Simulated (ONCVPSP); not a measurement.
## thallium (Tl): one change to an ONCV potential, before and after

thallium (Tl), optimised norm-conserving Vanderbilt (ONCV), made with ONCVPSP 4.0.1 (PBE, scalar-relativistic). Core [Kr] 4d10 4f14, reference 5s2 5p6 5d10 6s2 6p1. Waves: 5s+6s: rc 1.20 bohr, ncon 3, nbas 6, qcut 7.7 1/bohr, 2 projectors; 5p+6p: rc 1.65 bohr, ncon 4, nbas 8, qcut 7.9 1/bohr, 2 projectors; 5d: rc 2.10 bohr, ncon 4, nbas 8, qcut 6.5 1/bohr, 1 projector. Local part: polynomial inside 1.00 bohr (lpopt 5, dvloc0 3 Ha). Core correction: Teter function, fcfact 3.25, rcfact 1.75.

All-electron outer shells of the reference configuration (PBE, scalar-relativistic, ld1.x):

```tsv
shell	level (eV)	outermost node (bohr)	outermost maximum (bohr)
4d	-375.02	0.19	0.39
5s	-131.00	0.46	0.80
4f	-114.03	–	0.36
5p	-76.10	0.50	0.91
5d	-15.49	0.53	1.11
6s	-9.55	1.04	2.08
6p	-2.37	1.23	2.91
```

Change: core correction Teter function, fcfact 3.25, rcfact 2.08.

Cutoffs: the cutoffs (Ha) at which the residual kinetic energy of the hardest occupied pseudo-wave falls to 1 and 0.1 mHa per electron; they do not see the model core or the augmentation charge, which bear on the density cutoff. Errors are all-electron minus pseudo energies relative to the spin-unpolarised reference configuration.

Problem. What does the change do?

Solution. The potential gets neither clearly harder nor softer (30 Ha and 77 Ha → 30 Ha and 77 Ha); of the 3 tests that both files solve, the error grows in 3 and shrinks in 0 by more than 15 % and 0.3 meV (median size 3.8 → 8.8 meV); neither file shows a bound ghost. A model core, the more so a compact one, raises the density cutoff, which this test does not measure.

| quantity | base | changed |
| --- | --- | --- |
| cutoff, loose | 30 Ha | 30 Ha |
| cutoff, tight | 77 Ha | 77 Ha |
| bound ghosts | none | none |
| GHOST(+) flags under 300 eV | s at 186.8 eV | s at 186.8 eV |
| tests with a reliable result | 3 of 4 | 3 of 4 |
| error for 5s2 5p6 5d10 6s2 6p0, meV [ΔE 5.17 eV] | -2.6 | -4.5 |
| error for 5s2 5p6 5d10 6s1 6p0, meV [ΔE 25.95 eV] | -17 | -48 |
| error for 5s2 5p6 5d10 6s1 6p2, meV [ΔE 7.40 eV] | -3.8 | -8.8 |
| s: phases at 1.22 bohr within 0.05 rad from the reference energy up to (Ha; the scan ends near 5) | 4.1 | 4.1 |
| p: phases at 1.67 bohr within 0.05 rad from the reference energy up to (Ha; the scan ends near 5) | to the end of the scan | to the end of the scan |
| d: phases at 2.13 bohr within 0.05 rad from the reference energy up to (Ha; the scan ends near 5) | 1.1 | 1.1 |
| rms error of d²Exc/dni dnj with the model core, mHa | 2.34 | 3.96 |
